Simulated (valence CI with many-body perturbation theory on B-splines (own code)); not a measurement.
Results of a calculation; reference values are marked as such.
**Hyperfine factors and g values of Sr VI**

Method: configuration interaction combined with many-body perturbation theory (CI+MBPT): five valence electrons over a frozen Dirac-Fock core [Ar] 3d10, a basis of 9 s, 9 p, 8 d, 6 f, 3 g, 1 h functions for each j, with the one-electron correlation potential Σ1, the two-electron term Σ2, the three-electron term Σ3, Breit, model QED; selected CI, second order for the rest, scaled by the run's own slope (own B-spline code, finite nucleus).

Set against measurement, 19 paired levels are off by 96 cm⁻¹ on average, the worst by 213. These come from a selection out of Sansonetti, J. Phys. Chem. Ref. Data 41, 013102 (2012). Levels without a partner in it may be off by more. Among the levels kept, up to 1100 cm⁻¹ of a level comes from second order outside the variational space, and about a tenth of that is noise between levels of different J, which matters for small intervals.

A/g_I is the dipole constant over the nuclear g factor μ/I (μ in nuclear magnetons, uniformly magnetised nucleus), B/Q the quadrupole constant per barn. Both hold the static response of the core; the bare values leave it out. Large factors of s and p1/2 electrons are usually good to 5 to 10 %; those of open d and f shells near neutrality can be off by tens of per cent, and small factors of p3/2, d and f electrons come from cancelling terms and can be off by a factor of two or in sign, in half-filled shells by more. B is blank for J = 1/2, where it vanishes, and for nearly pure S terms. Energies count from the lowest level.

Names give the largest LS component (configuration and term), which can be under half, so a name can repeat, a term be missing and a line seem to break the LS rules; names also repeat where a configuration has a term twice. Letters in brackets count levels of one name in rising energy.

| Level | E (cm⁻¹) | g | A/g_I (MHz) | A/g_I bare | B/Q (MHz/b) | B/Q bare |
| --- | --- | --- | --- | --- | --- | --- |
| 4s2 4p3 4S°_3/2 | 0 | 1.966 | 326 | 113 |  |  |
| 4s2 4p3 2D°_3/2 | 20270 | 0.896 | 1640 | 1560 | 3080 | 2770 |
| 4s2 4p3 2D°_5/2 | 23649 | 1.200 | 3470 | 3170 | -43.6 | -36.7 |
| 4s2 4p3 2P°_1/2 | 38718 | 0.665 | 10000 | 9290 |  |  |
| 4s2 4p3 2P°_3/2 | 43724 | 1.273 | 1900 | 1710 | -3210 | -2880 |
| 4s 4p4 4P_5/2 | 152970 | 1.593 | 8990 | 8270 | 3070 | 2760 |
| 4s 4p4 4P_3/2 | 159380 | 1.727 | 8210 | 7540 | -2500 | -2250 |
| 4s 4p4 4P_1/2 | 162030 | 2.656 | 19600 | 17900 |  |  |
| 4s 4p4 2D_3/2 | 188230 | 0.820 | -3060 | -2830 | -4480 | -4020 |
| 4s 4p4 2D_5/2 | 189880 | 1.208 | 9610 | 8880 | -6460 | -5800 |
| 4s 4p4 2P_3/2 | 215620 | 1.318 | -539 | -560 | 1660 | 1490 |
| 4s 4p4 2S_1/2 [a] | 216680 | 1.359 | 17500 | 16200 |  |  |
| 4s 4p4 2S_1/2 [b] | 227270 | 1.309 | 20500 | 19000 |  |  |
| 4s2 4p2 4d 4F_3/2 | 234890 | 0.449 | 1090 | 1090 | -324 | -339 |
| 4s2 4p2 4d 4F_5/2 | 237400 | 1.066 | 508 | 469 | 600 | 481 |
| 4s2 4p2 4d 4F_7/2 | 241230 | 1.252 | 574 | 501 | 208 | 114 |
| 4s2 4p2 4d 2F_5/2 [a] | 243900 | 0.974 | 2400 | 2210 | -821 | -764 |
| 4s2 4p2 4d 4F_9/2 | 245690 | 1.323 | 1300 | 1160 | -2710 | -2510 |
| 4s2 4p2 4d 4D_1/2 | 246170 | 0.020 | 3600 | 3450 |  |  |
| 4s2 4p2 4d 2F_7/2 [a] | 246600 | 1.274 | 1180 | 1050 | 1100 | 956 |
| 4s2 4p2 4d 4D_3/2 | 246850 | 1.161 | 1690 | 1540 | -1210 | -1080 |
| 4s2 4p2 4d 4D_5/2 | 249950 | 1.221 | 1480 | 1350 | -744 | -680 |
| 4s2 4p2 4d 2F_7/2 [b] | 256520 | 1.271 | 970 | 867 | 991 | 859 |
| 4s2 4p2 4d 2G_7/2 | 268920 | 0.904 | 2060 | 1910 | 6060 | 5360 |
| 4s2 4p2 4d 2G_9/2 | 270790 | 1.122 | 1470 | 1360 | 7160 | 6350 |
| 4s2 4p2 4d 2P_3/2 [a] | 271030 | 1.302 | -889 | -862 | 777 | 687 |
| 4s2 4p2 4d 4P_5/2 | 275920 | 1.578 | 341 | 242 | 211 | 183 |
| 4s2 4p2 4d 4P_3/2 | 278340 | 1.635 | 498 | 374 | -81.3 | -60.5 |
| 4s2 4p2 4d 2P_1/2 [a] | 278380 | 1.413 | 8280 | 7680 |  |  |
| 4s2 4p2 4d 4P_1/2 | 281010 | 1.884 | -1560 | -1620 |  |  |
| 4s2 4p2 4d 2D_3/2 [a] | 283120 | 0.908 | 1370 | 1280 | 858 | 739 |
| 4s2 4p2 4d 2D_5/2 [a] | 290040 | 1.205 | 1420 | 1290 | -201 | -223 |
| 4s2 4p2 4d 2D_3/2 [b] | 296740 | 0.841 | 1560 | 1450 | -92.1 | -71.2 |
| 4s2 4p2 4d 2D_5/2 [b] | 297710 | 1.198 | 1380 | 1270 | 3570 | 3180 |
| 4s2 4p2 4d 2P_1/2 [b] | 301060 | 0.800 | -1780 | -1600 |  |  |
| 4s2 4p2 4d 2F_5/2 [b] | 303430 | 0.935 | 1030 | 968 | 865 | 746 |
| 4s2 4p2 4d 2F_7/2 [c] | 306810 | 1.141 | 1710 | 1560 | -907 | -849 |
| 4s2 4p2 4d 2P_3/2 [b] | 306840 | 1.300 | 485 | 422 | -1520 | -1350 |
| 4s2 4p2 4d 2S_1/2 | 309300 | 1.898 | 7390 | 6830 |  |  |
| 4s2 4p2 4d 2D_5/2 [c] | 319680 | 1.140 | 907 | 823 | -2130 | -1940 |

Problem. Take the isotope of mass number 87, with I = 9/2, μ = -1.09316 μN and Q = 0.305 b. What is the hyperfine structure of 4s2 4p3 2D°_5/2?

Solution. From the table A = -843 MHz, B = -13.3 MHz. Shifts from the centre of gravity in MHz: F = 2: 11600, F = 3: 9060, F = 4: 5690, F = 5: 1480, F = 6: -3580, F = 7: -9490.
